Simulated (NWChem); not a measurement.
CH5NOSi2; SMILES O1C=N[SiH2][SiH2]1

```xyz
10

C      1.6018    -0.0550     0.0000
N      1.0441    -1.1942     0.0000
Si    -0.7205    -1.1946     0.0000
Si    -0.7385     1.1511     0.0000
O      0.9957     1.1494     0.0000
H      2.6984     0.0599     0.0000
H     -1.2700    -1.8595     1.2164
H     -1.2700    -1.8595    -1.2164
H     -1.1816     1.8869    -1.2179
H     -1.1816     1.8869     1.2179
```
Atoms are numbered in this order, from 1.

Geometry: optimised at PBE0/def2-SVP.

Q: Give the principal values of the shielding tensors (ppm) of C1, N2, Si3, Si4, O5 from PBE0/pcSseg-1, GIAO (NWChem), with their diamagnetic and paramagnetic parts as GIAO splits them.

A: 
```csv
atom,σ11,σ22,σ33,isotropic,diamagnetic,paramagnetic
C1,-85.7,61.6,73.1,16.3,252.7,-236.4
N2,-118.7,-67.2,259.3,24.5,328.6,-304.2
Si3,350.0,375.3,460.7,395.4,880.9,-485.5
Si4,338.1,351.0,448.6,379.2,879.7,-500.4
O5,-5.2,178.3,233.5,135.5,399.2,-263.7
```
